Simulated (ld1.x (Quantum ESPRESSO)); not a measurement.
**Reading a pseudo-wave (Tc)**

Columns: radius, all-electron u(r) and pseudo u(r) of the 5s shell (level -6.56 eV) of technetium in the configuration [Kr] 4d5 5s1.75 5p0; PBE, scalar-relativistic, TM scheme, ld1.x (Quantum ESPRESSO) 7.5.

```csv
r (bohr),all-electron,pseudo
0.160,-0.0319,0.0196
0.320,0.1829,0.0399
0.480,0.0026,0.0616
0.640,-0.2099,0.0856
0.800,-0.2934,0.1128
0.960,-0.2540,0.1444
1.120,-0.1406,0.1818
1.280,0.0025,0.2265
1.440,0.1463,0.2797
1.600,0.2756,0.3412
1.760,0.3838,0.4083
1.920,0.4694,0.4752
2.080,0.5337,0.5342
2.240,0.5790,0.5790
2.400,0.6080,0.6080
2.560,0.6234,0.6234
2.720,0.6275,0.6275
2.880,0.6224,0.6224
3.040,0.6103,0.6103
3.200,0.5925,0.5925
3.360,0.5706,0.5706
3.520,0.5456,0.5456
3.680,0.5187,0.5187
3.840,0.4905,0.4905
4.000,0.4619,0.4619
4.160,0.4332,0.4332
```

How many radial nodes do the two functions have?

The all-electron 5s function has n − l − 1 = 4 (the table is too coarse to show those close to the nucleus); the pseudo-wave has 0, since the states of the same l below it are removed with the core.

At about which radius was the pseudo-wave matched?

2.30 bohr, where the columns begin to agree (steps of 0.16 bohr).

Is the pseudo-wave norm-conserving?

Yes: the TM scheme keeps the norm inside the radius equal to the all-electron one, which fixes the energy derivative of the logarithmic derivative at the level.
